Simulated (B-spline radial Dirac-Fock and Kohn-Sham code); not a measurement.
Pd²⁵⁺: L3-M23M23 lines in intermediate coupling

System: the Pd²⁵⁺ ion, [Ar] 3d3.

Input of the calculation (task.json; shells as n, l, electrons):

```json
{"items": [{
  "Z": 46,
  "q": 25,
  "cfg": [[1, 0, 2], [2, 0, 2], [2, 1, 6], [3, 0, 2], [3, 1, 6], [3, 2, 3]],
  "A": 106,
  "rrms": 4.5318,
  "do": ["binding", "quiet", "double"]
}]}
```

Launch: `python xray_run.py task.json out`

Model: multi-electron Dirac-Fock with separately optimised hole states, Breit and Lamb-shift corrections added in first order. Program: a radial B-spline solver. The two-hole levels come from diagonalising the Coulomb interaction among the jj configurations; intensities are independent-particle Coulomb rates. Kinetic energies are from the vacuum level. Correlation energy is missing from these numbers. Open outer shells are spectators and are not coupled to the holes.

```csv
kinetic energy (eV),J,leading jj holes (weight),leading LS term (weight),intensity (%)
1232.8,0,M2M2 (0.97),³P0 (0.51),1.3
1270.3,2,M2M3 (0.99),¹D2 (0.76),30.3
1276.5,1,M2M3 (1.00),³P1 (1.00),12.5
1298.4,0,M3M3 (0.97),¹S0 (0.51),12.7
1308.7,2,M3M3 (0.99),³P2 (0.76),43.2
```

The strongest line, by its leading LS label ³P2, lies at 1308.7 eV. The mean weight of the leading component is 0.99 in jj and 0.71 in LS coupling, so jj labels describe these levels better.

Values without a named source are computed, but for edge energies of neutral atoms, which are taken from tables.
